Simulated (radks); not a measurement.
Effect of the nuclear size on neutral osmium, [Xe] 4f14 5d6 6s2. Method: Dirac Kohn-Sham, BLYP, spin-unpolarised, spherical densities, finite nucleus; open shells are shared between the two j in proportion to 2j + 1; Fermi nuclear charge, rms radius 5.4126 fm; computed with a radial shooting solver on a logarithmic mesh with Libxc functionals. The rms radius is varied about that value; shifts are against it.

rms radius (fm)  total energy shift (eV)  density at nucleus (e/bohr^3)  1s1/2 shift (meV)  2s1/2 shift (meV)  5s1/2 shift (meV)  5p1/2 shift (meV)  6s1/2 shift (meV)  5d5/2 shift (meV)  6p1/2 (empty) shift (meV)
4.5953                             -20.4                       1.78e+06              -8230              -1180              -11.6              0.563             -0.804              0.704                      0.224
5.1582                             -6.58                      1.706e+06              -2650               -381              -3.74              0.181             -0.259              0.227                      0.072
5.4126                                 0                      1.676e+06              0.000              0.000              0.000              0.000              0.000              0.000                      0.000
5.8348                              11.4                       1.63e+06               4580                658               6.45             -0.312              0.447             -0.392                     -0.125
6.7495                              37.8                      1.545e+06              15200               2190               21.5              -1.04               1.49              -1.30                     -0.415

Slopes of the eigenvalues against <r^2> in GHz/fm^2, as finite differences over the two radii next to the reference (eigenvalue slopes, not the field-shift constants of lines): 1s1/2 235000, 2s1/2 33800, 5s1/2 331, 5p1/2 -16.1, 6s1/2 23.0, 5d5/2 -20.1, 6p1/2 (empty) -6.41.
